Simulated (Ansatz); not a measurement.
Consider the ligand exchange at the Si–C bond: `N=C([SiH3])[SiH3]` + `N1[SiH2]P1` → `[SiH3]N1[SiH2]P1` + `N=C[SiH3]`.

Computed with Ansatz on PBE0-D4/def2-TZVP structures; ΔE is electronic, products minus reactants. CCSD(T)/CBS adds triple-zeta CCSD(T) − MP2 to the extrapolated MP2 energy (def2 sets, frozen cores). Functionals use def2-TZVPP. HSE06 is defined as in plane-wave codes. One conformer a species, not always the lowest.

```
       level  ΔE (kcal/mol)  difference from CCSD(T)/CBS
     PBE0-D4          -18.4                          1.6
    BHLYP-D4          -22.2                         -2.2
CAM-B3LYP-D4          -20.7                         -0.7
    PBE-QIDH          -20.3                         -0.3
      revPBE          -16.6                          3.4
        BLYP          -18.4                          1.6
        PBE0          -18.2                          1.8
       HSE06          -18.2                          1.8
 HF/def2-SVP          -24.7                         -4.7
MP2/def2-SVP          -21.7                         -1.7
 CCSD(T)/CBS          -20.0                            0
```

Largest T1 diagnostic among the species: 0.015.

From BLYP to BHLYP (50 % exact exchange), in def2-TZVPP and without D4, ΔE moves by −3.4 kcal/mol. In def2-TZVPP, CCSD(T) changes the Hartree–Fock value by +4.3 kcal/mol (the triples alone add +0.8 kcal/mol) and MP2 by +3.2 kcal/mol.
